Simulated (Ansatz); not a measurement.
Program: Ansatz. Geometries: PBE0-D4/def2-TZVP. ΔE: electronic, gas phase. CBS: MP2 limit from def2 TZ/QZ plus the TZ coupled-cluster correction, frozen cores. Functionals use def2-TZVPP. B3LYP here is the variant with VWN-RPA as its local correlation; programs differ in this. Each species was taken in one conformer, which may not be the lowest.

`BCC(C)=O` → `B/C=C/CO`  (isomerisation)

Task: Is it downhill or uphill in electronic energy at CCSD(T)/CBS, and by how much? (An estimate is asked.)

Result: Computed: Uphill: ΔE = +15.1 kcal/mol.

Task: What do these levels give: B3LYP-D4, BHLYP-D4, ωB97X-V, BLYP, B3LYP, r2SCANh, r2SCAN0, BHLYP, CCSD/def2-SVP, MP2/def2-TZVPP, HF/def2-QZVPP, MP2/def2-QZVPP? (Estimate.)

Result: Computed: B3LYP-D4 16.0, BHLYP-D4 15.8, ωB97X-V 18.3, BLYP 15.4, B3LYP 15.5, r2SCANh 17.6, r2SCAN0 17.3, BHLYP 15.5, CCSD/def2-SVP 18.7, MP2/def2-TZVPP 16.2, HF/def2-QZVPP 16.3, MP2/def2-QZVPP 15.9 kcal/mol.

Largest T1 diagnostic among the species: 0.014.

At CCSD(T), def2-SVP lies +3.8 kcal/mol from the extrapolated value and def2-TZVPP +0.5 kcal/mol. Leaving LDA and LC-ωPBE aside and taking each functional with its dispersion term where it has one, the values spread over 2.4 kcal/mol, from BHLYP-D4 to ωB97X-V.
